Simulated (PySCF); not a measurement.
C4H6ClF, SMILES FC1(CCl)CC1.

Geometry optimised at PBE-D3(BJ)/def2-SVP. The values are those of a single conformer.

The numbers are results of SMD-M06-2X/6-31G* in PySCF, not measurements.

Solvation free energies are E(SMD) − E(gas) at the gas-phase geometry, for 1 M in both phases. In vacuum the dipole moment is 2.85 D.

Computed solvation free energies in water, 2-propanol, tetrahydrofuran:
| solvent | ΔG(solv) (kcal/mol) | its non-electrostatic (CDS) part | dipole (D) |
|---|---|---|---|
| water | -3.2 | 2.9 | 3.78 |
| 2-propanol | -7.5 | -1.7 | 3.71 |
| tetrahydrofuran | -6.7 | -1.8 | 3.58 |
